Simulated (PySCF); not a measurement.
# Bonding in `NCc1cnc(Cl)nc1`

C5H6ClN3.
Atom-mapped SMILES: `[NH2:1][CH2:2][c:3]1[cH:4][n:5][c:6]([Cl:7])[n:8][cH:9]1` (hydrogens: H10, H11 on N1; H12, H13 on C2; H14 on C4; H15 on C9)

Cartesian coordinates in Å at the GFN2-xTB level; atoms count from 1:
```
atom  x, y, z in Å
N1    -2.0301    1.2228    0.1766
C2    -1.5533   -0.0349   -0.3732
C3    -0.0752   -0.1803   -0.1559
C4     0.5488   -1.4176   -0.0300
N5     1.8525   -1.5411    0.1503
C6     2.5464   -0.4212    0.2109
Cl7    4.2263   -0.5792    0.4456
N8     2.0739    0.8066    0.1131
C9     0.7708    0.9239   -0.0704
H10   -1.9229    1.2328    1.1855
H11   -3.0120    1.3540   -0.0363
H12   -1.7441   -0.0148   -1.4529
H13   -2.0624   -0.9257    0.0350
H14   -0.0056   -2.3470   -0.0727
H15    0.3825    1.9296   -0.1474
```

Bond orders from the PBE0/pcSseg-1 density (PySCF). Geometry: GFN2-xTB, one conformer, isolated molecule.

Q: How far do the computed orders between heavy atoms stray from the drawn ones?

A: The largest departure is 0.136, at C9–C3 (drawn aromatic, 1.364), counting aromatic bonds as 1.5. The bonds drawn aromatic range from 1.36 to 1.49.

Q: Give the Mayer order of every bond between heavy atoms, beside its length.

A: 
```tsv
bond	drawn as	length (Å)	Mayer order
N1–C2	single	1.453	1.039
C2–C3	single	1.501	1.007
C3–C4	aromatic	1.391	1.376
C4–N5	aromatic	1.322	1.489
N5–C6	aromatic	1.319	1.445
C6–Cl7	single	1.703	1.038
C6–N8	aromatic	1.319	1.448
N8–C9	aromatic	1.321	1.471
C9–C3	aromatic	1.394	1.364
```

By pair of heavy elements: C–N: lowest N1–C2 (1.039, 1.453 Å), highest C4–N5 (1.489, 1.322 Å). C–C: lowest C2–C3 (1.007, 1.501 Å), highest C3–C4 (1.376, 1.391 Å).

Q: And the bonds to hydrogen?

A: H–N: 0.95 (2 bonds); C–H: 0.92 to 0.99 (4 bonds).

Q: Sum the orders of all bonds at each heavy atom with more than one neighbour and set the sums beside the valence in the SMILES.

A: N1 2.936 (drawn 3), C2 3.910 (drawn 4), C3 3.747 (drawn 4), C4 3.855 (drawn 4), N5 2.934 (drawn 3), C6 3.931 (drawn 4), N8 2.919 (drawn 3), C9 3.812 (drawn 4). Orders between atoms that aren't bonded are not in these sums.

Mayer orders depend on the basis set.
